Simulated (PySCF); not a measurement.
Lu2O3: one run

Lu2O3 (singlet in the valence; each metal's 4f electrons, 14 of them, lie in its core potential, out of spins and levels). PySCF 2.14.0, RKS BP86, Lu lcecp-1-SVP with ECP60, O def2-SVP; non-relativistic Hamiltonian with scalar-relativistic core potentials where named; density fitting; no spin-orbit coupling. Purpose: finer grid at the relaxed geometry.

```python
mol = gto.M(atom='''
Lu     0.43155     0.31528     2.00824
Lu     0.43155     0.31528    -2.00824
O      0.69888     0.51058    -0.00000
O     -1.01591    -0.74219     2.42120
O     -1.01591    -0.74219    -2.42120''',
    basis={'Lu': 'lcecp-1-SVP', 'O': 'def2-SVP'},
    ecp={'Lu': 'lcecp-1-SVP'},
    charge=0, spin=0)
mf = dft.RKS(mol, xc='B88,P86')
mf.grids.atom_grid = (75, 302)  # f atoms: unpruned, at least (60, 302)
mf = mf.density_fit()  # fitting sets: Lu AutoAux, O def2-universal-JKFIT
mf.conv_tol = 1e-09; mf.max_cycle = 55
mf.kernel(dm0)  # dm0: converged density of the relaxed state
mf.nuc_grad_method().kernel()
```

Run from Python with OMP_NUM_THREADS=2; the lines above give its settings. Where DIIS fails, smearing, a level shift and second-order steps follow.
It took 15 s on 2 threads of Arm Neoverse V1, with other jobs on the host, with gradient, populations and further properties, from an already converged density.

(1) Where do the frontier levels lie, over both spins?

(2) What are the Mulliken charges and spins?

(3) What forces act on the atoms (eV/Å)?

An lcecp potential fixes the number of 4f electrons, so in runs with it no electron can move into or out of that shell.

## Answers

(1) HOMO -4.58 eV, LUMO -3.06 eV. The 4f levels lie in the core potential and are missing.

(2) 
| atom | charge (e) | spin (e) |
| --- | --- | --- |
| Lu1 | 0.664 | 0.000 |
| Lu2 | 0.664 | 0.000 |
| O3 | -0.595 | 0.000 |
| O4 | -0.366 | 0.000 |
| O5 | -0.366 | 0.000 |

(3) 
```
Lu   0.02 -0.01 -0.01
Lu   0.02 -0.01  0.01
O    0.00  0.01  0.00
O   -0.01  0.01  0.00
O   -0.01  0.01  0.00
```
Forces carry noise of the integration grid, about 0.01 to 0.03 eV/Å.
